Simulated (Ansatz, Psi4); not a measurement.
The Psi4 input:
```
memory 2 GB

molecule mol {
0 1
In   -0.000271    0.000588   -0.000699
C    -1.547414   -1.603627   -0.255167
H    -1.476459   -2.031502   -1.255105
H    -2.545325   -1.184255   -0.130214
H    -1.399044   -2.394809    0.478474
C    -0.162120    1.916997   -1.155486
H     0.802561    2.172802   -1.592476
H    -0.463524    2.724526   -0.488383
H    -0.900661    1.823226   -1.950320
C     1.711036   -0.315964    1.413937
H     2.336469    0.574228    1.462973
H     2.317505   -1.157123    1.078655
H     1.332729   -0.540359    2.410941
}

set {
  basis def2-svp
  reference rks
  scf_type pk
  puream true
  d_convergence 1e-8
  dft_radial_points 99
  dft_spherical_points 590
}

energy('bhhlyp')
print_variables()
```

Task: Write the same job for Ansatz (a program for electronic structure).

Result: This is not unique; one that fits is 
Ansatz 0.2 input:
```yaml
crystal:
  periodic: [false, false, false]
  atoms:
    - {symbol: In, position_ang: [-0.00027071, 0.00058834, -0.00069908]}
    - {symbol: C, position_ang: [-1.54741402, -1.60362658, -0.25516667]}
    - {symbol: H, position_ang: [-1.47645898, -2.03150186, -1.25510468]}
    - {symbol: H, position_ang: [-2.54532539, -1.18425536, -0.13021367]}
    - {symbol: H, position_ang: [-1.39904443, -2.39480853, 0.47847392]}
    - {symbol: C, position_ang: [-0.16211960, 1.91699700, -1.15548571]}
    - {symbol: H, position_ang: [0.80256149, 2.17280153, -1.59247574]}
    - {symbol: H, position_ang: [-0.46352417, 2.72452625, -0.48838330]}
    - {symbol: H, position_ang: [-0.90066120, 1.82322629, -1.95032013]}
    - {symbol: C, position_ang: [1.71103614, -0.31596421, 1.41393740]}
    - {symbol: H, position_ang: [2.33646867, 0.57422770, 1.46297261]}
    - {symbol: H, position_ang: [2.31750483, -1.15712290, 1.07865522]}
    - {symbol: H, position_ang: [1.33272866, -0.54035921, 2.41094086]}
basis:
  gaussian:
    orbitals: def2-SVP
hamiltonian:
  xc: {name: BHLYP}
accuracy: high
```

Both were run: Psi4 gave -309.585851 Eh and Ansatz -309.585851 Eh, 0.000 mEh apart.
